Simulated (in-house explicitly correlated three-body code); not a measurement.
Computed with an exponentially correlated three-body code. Model: two electrons around a point charge, non-relativistic, variational in 260 exponentially correlated functions (energies converged to about 1e-7 hartree, or 1e-8 relative for large Z).

For two electrons in a singlet the Kohn-Sham orbital is the square root of half the density, so the exact Kohn-Sham potential and energy parts follow from the density alone, and exchange is minus half the Hartree energy. The Kohn-Sham level equals minus the binding energy of the second electron.

Command:
```bash
python run_hyl.py task.json out
```
Settings (lengths in bohr, energies in hartree):
```
Z                      2.68
interaction_strength   1
functions              260
states_tried           13
```

Time taken, with all properties: 30 s on 1 thread of Intel(R) Xeon(R) Platinum 8488C (Sapphire Rapids), with other jobs on the host.

**Those bound S and P states to n = 4 that converged, binding against the one-electron ion.**

Given: nuclear charge 2.68.

Computed: one-electron threshold -3.5912 hartree.

```json
{"term": "1 1S", "energy (hartree)": "-5.66201355", "binding (eV)": "56.35", "quantum defect": "0.17449"}
{"term": "2 3S", "energy (hartree)": "-4.03519893", "binding (eV)": "12.082", "quantum defect": "0.2172"}
{"term": "2 1S", "energy (hartree)": "-3.97865702", "binding (eV)": "10.543", "quantum defect": "0.091542"}
{"term": "2 3P", "energy (hartree)": "-3.96499008", "binding (eV)": "10.171", "quantum defect": "0.056966"}
{"term": "2 1P", "energy (hartree)": "-3.93943119", "binding (eV)": "9.4759", "quantum defect": "-0.013077"}
{"term": "3 3S", "energy (hartree)": "-3.77243285", "binding (eV)": "4.9316", "quantum defect": "0.20954"}
{"term": "3 1S", "energy (hartree)": "-3.75768403", "binding (eV)": "4.5303", "quantum defect": "0.088559"}
{"term": "3 3P", "energy (hartree)": "-3.75429372", "binding (eV)": "4.438", "quantum defect": "0.058454"}
{"term": "3 1P", "energy (hartree)": "?", "binding (eV)": "?", "quantum defect": "?"}
{"term": "4 3S", "energy (hartree)": "-3.6893023", "binding (eV)": "2.6695", "quantum defect": "0.20725"}
{"term": "4 1S", "energy (hartree)": "-3.68340104", "binding (eV)": "2.5089", "quantum defect": "0.087752"}
{"term": "4 3P", "energy (hartree)": "?", "binding (eV)": "?", "quantum defect": "?"}
{"term": "4 1P", "energy (hartree)": "-3.67879121", "binding (eV)": "2.3835", "quantum defect": "-0.013877"}
```

(1) What belongs in the row 3 1P?

(2) What belongs in the row 4 3P?

**Converged states only, values per electron or pair.**

```json
{"term": "1 1S", "mean r (bohr)": "0.65279", "mean r squared (bohr²)": "0.58156", "mean inverse r (1/bohr)": "2.368", "mean r12 (bohr)": "0.98655", "mean inverse r12 (1/bohr)": "1.3685", "mean cosine": "-0.048658", "mean p1 dot p2 (bohr⁻²)": "0.24715", "delta r1 (bohr⁻³)": "4.753", "delta r12 (bohr⁻³)": "0.34728"}
{"term": "2 3S", "mean r (bohr)": "1.7186", "mean r squared (bohr²)": "5.0382", "mean inverse r (1/bohr)": "1.5804", "mean r12 (bohr)": "2.9578", "mean inverse r12 (1/bohr)": "0.40071", "mean cosine": "-0.013641", "mean p1 dot p2 (bohr⁻²)": "0.014256", "delta r1 (bohr⁻³)": "3.234", "delta r12 (bohr⁻³)": "-"}
{"term": "2 1S", "mean r (bohr)": "1.9169", "mean r squared (bohr²)": "6.4504", "mean inverse r (1/bohr)": "1.5598", "mean r12 (bohr)": "3.3354", "mean inverse r12 (1/bohr)": "0.40321", "mean cosine": "-0.014974", "mean p1 dot p2 (bohr⁻²)": "0.017773", "delta r1 (bohr⁻³)": "3.2024", "delta r12 (bohr⁻³)": "0.03851"}
{"term": "2 3P", "mean r (bohr)": "1.6627", "mean r squared (bohr²)": "4.836", "mean inverse r (1/bohr)": "1.5603", "mean r12 (bohr)": "2.8623", "mean inverse r12 (1/bohr)": "0.43306", "mean cosine": "-0.050662", "mean p1 dot p2 (bohr⁻²)": "-0.21033", "delta r1 (bohr⁻³)": "3.0199", "delta r12 (bohr⁻³)": "-"}
{"term": "2 1P", "mean r (bohr)": "1.7942", "mean r squared (bohr²)": "5.7003", "mean inverse r (1/bohr)": "1.5469", "mean r12 (bohr)": "3.0829", "mean inverse r12 (1/bohr)": "0.41272", "mean cosine": "0.0055691", "mean p1 dot p2 (bohr⁻²)": "0.16729", "delta r1 (bohr⁻³)": "3.0694", "delta r12 (bohr⁻³)": "0.0052131"}
{"term": "3 3S", "mean r (bohr)": "?", "mean r squared (bohr²)": "?", "mean inverse r (1/bohr)": "?", "mean r12 (bohr)": "?", "mean inverse r12 (1/bohr)": "?", "mean cosine": "?", "mean p1 dot p2 (bohr⁻²)": "?", "delta r1 (bohr⁻³)": "?", "delta r12 (bohr⁻³)": "-"}
{"term": "3 1S", "mean r (bohr)": "4.0693", "mean r squared (bohr²)": "32.826", "mean inverse r (1/bohr)": "1.4362", "mean r12 (bohr)": "7.606", "mean inverse r12 (1/bohr)": "0.18281", "mean cosine": "-0.0046115", "mean p1 dot p2 (bohr⁻²)": "0.005124", "delta r1 (bohr⁻³)": "3.1025", "delta r12 (bohr⁻³)": "0.011188"}
{"term": "3 3P", "mean r (bohr)": "3.8427", "mean r squared (bohr²)": "29.518", "mean inverse r (1/bohr)": "1.4363", "mean r12 (bohr)": "7.1619", "mean inverse r12 (1/bohr)": "0.19005", "mean cosine": "-0.013765", "mean p1 dot p2 (bohr⁻²)": "-0.055346", "delta r1 (bohr⁻³)": "3.0517", "delta r12 (bohr⁻³)": "-"}
{"term": "3 1P", "mean r (bohr)": "4.0379", "mean r squared (bohr²)": "32.731", "mean inverse r (1/bohr)": "1.4325", "mean r12 (bohr)": "7.5409", "mean inverse r12 (1/bohr)": "0.18483", "mean cosine": "0.001692", "mean p1 dot p2 (bohr⁻²)": "0.050152", "delta r1 (bohr⁻³)": "3.0651", "delta r12 (bohr⁻³)": "0.0017758"}
{"term": "4 3S", "mean r (bohr)": "?", "mean r squared (bohr²)": "?", "mean inverse r (1/bohr)": "?", "mean r12 (bohr)": "?", "mean inverse r12 (1/bohr)": "?", "mean cosine": "?", "mean p1 dot p2 (bohr⁻²)": "?", "delta r1 (bohr⁻³)": "?", "delta r12 (bohr⁻³)": "-"}
{"term": "4 1S", "mean r (bohr)": "7.1162", "mean r squared (bohr²)": "105.37", "mean inverse r (1/bohr)": "1.3937", "mean r12 (bohr)": "13.688", "mean inverse r12 (1/bohr)": "0.10355", "mean cosine": "-0.0019528", "mean p1 dot p2 (bohr⁻²)": "0.0021275", "delta r1 (bohr⁻³)": "3.0796", "delta r12 (bohr⁻³)": "0.0046525"}
{"term": "4 3P", "mean r (bohr)": "6.915", "mean r squared (bohr²)": "100.16", "mean inverse r (1/bohr)": "1.3937", "mean r12 (bohr)": "13.289", "mean inverse r12 (1/bohr)": "0.10636", "mean cosine": "-0.0056011", "mean p1 dot p2 (bohr⁻²)": "-0.022247", "delta r1 (bohr⁻³)": "3.0587", "delta r12 (bohr⁻³)": "-"}
{"term": "4 1P", "mean r (bohr)": "7.175", "mean r squared (bohr²)": "108.04", "mean inverse r (1/bohr)": "1.3921", "mean r12 (bohr)": "13.804", "mean inverse r12 (1/bohr)": "0.10428", "mean cosine": "0.00071002", "mean p1 dot p2 (bohr⁻²)": "0.021181", "delta r1 (bohr⁻³)": "3.0641", "delta r12 (bohr⁻³)": "0.00078332"}
```

(3) What belongs in the row 3 3S?

(4) What belongs in the row 4 3S?

**Exact Kohn-Sham parts of the ground state from its density.**

Computed: total energy -5.66201355 hartree; Kohn-Sham kinetic 5.623 hartree; Hartree energy 2.9015 hartree; exchange energy -1.4508 hartree; DFT correlation energy -0.043163 hartree; potential part of the DFT correlation energy -0.082215 hartree; exact minus restricted Hartree-Fock -0.043139 hartree; restricted Hartree-Fock level -56.7 eV; dipole polarisability 0.32658 bohr³; C6 of two such species 0.17189 hartree·bohr⁶.

(5) What is the Kohn-Sham level?

(6) What is the kinetic part of the DFT correlation energy?

**Functionals on the exact density and self-consistent, errors are functional minus exact, hybrids only self-consistent, a dash where a self-consistent run leaves the top level unbound.**

```csv
result,exchange error (millihartree),correlation error (millihartree),functional driven error (millihartree),density driven error (millihartree),self consistent total error (millihartree),top level plus exact binding (eV)
PW91,16.693,-6.1485,10.545,-1.1244,9.4205,13.024
AM05,?,?,?,?,?,?
HSE06,-,-,-,-,12.645,10.03
LDA VWN5,202.26,-85.823,116.44,-1.96,114.48,13.801
PBE0,-,-,-,-,14.493,9.6278
PBEsol,?,?,?,?,?,?
B3LYP VWN-RPA,-,-,-,-,-8.2724,9.9821
BP86,4.0708,-1.4818,2.589,-0.70934,1.8796,13.049
OLYP,2.4143,-3.5641,-1.1498,-1.4295,-2.5793,13.022
LDA PW92,202.26,-85.238,117.02,-1.9719,115.05,13.809
r2SCAN0,-,-,-,-,-0.23811,8.715
revTPSS,-3.793,-4.7172,-8.5102,-0.17491,-8.6851,12.066
SCAN,-4.7247,3.426,-1.2987,-0.28531,-1.584,11.916
wB97X,-,-,-,-,-3.7123,7.2283
M06-L,-16.694,-0.54375,-17.238,-2.2881,-19.526,11.79
BLYP,4.0708,-3.5641,0.50673,-1.4527,-0.94594,12.927
PBE,21.109,-0.89332,20.215,-1.0852,19.13,13.187
r2SCAN,-4.7247,3.426,-1.2987,-0.28531,-1.584,11.916
RPBE,-3.679,-0.89332,-4.5723,-1.1816,-5.7539,13.071
TPSS,-4.3528,-1.884,-6.2368,-0.28494,-6.5217,12.3
```

(7) What belongs in the row AM05?

(8) What belongs in the row PBEsol?

Results:

(1) energy (hartree): -3.74656905; binding (eV): 4.2278; quantum defect: -0.013783.

(2) energy (hartree): -3.6820527; binding (eV): 2.4722; quantum defect: 0.058828.

(3) mean r (bohr): 3.7682; mean r squared (bohr²): 27.852; mean inverse r (1/bohr): 1.4418; mean r12 (bohr): 7.0086; mean inverse r12 (1/bohr): 0.18302; mean cosine: -0.003962; mean p1 dot p2 (bohr⁻²): 0.0038551; delta r1 (bohr⁻³): 3.1087.

(4) mean r (bohr): 6.7106; mean r squared (bohr²): 93.26; mean inverse r (1/bohr): 1.396; mean r12 (bohr): 12.878; mean inverse r12 (1/bohr): 0.10382; mean cosine: -0.0016277; mean p1 dot p2 (bohr⁻²): 0.0015511; delta r1 (bohr⁻³): 3.0816.

(5) -56.35 eV.

(6) 0.039052 hartree.

(7) exchange error (millihartree): 155.47; correlation error (millihartree): -68.718; functional driven error (millihartree): 86.754; density driven error (millihartree): -1.3243; self consistent total error (millihartree): 85.43; top level plus exact binding (eV): 13.825.

(8) exchange error (millihartree): 84.88; correlation error (millihartree): -12.424; functional driven error (millihartree): 72.455; density driven error (millihartree): -1.1249; self consistent total error (millihartree): 71.33; top level plus exact binding (eV): 13.657.

The density-driven part is never positive, since each functional's own density lowers its energy. Here it is small beside the functional-driven part (median ratio 0.11), the normal case. The correlation energy of density-functional theory lies 0.024 millihartree below exact minus Hartree-Fock, because the Hartree-Fock density, unlike the exact one, minimises the Hartree-Fock energy.
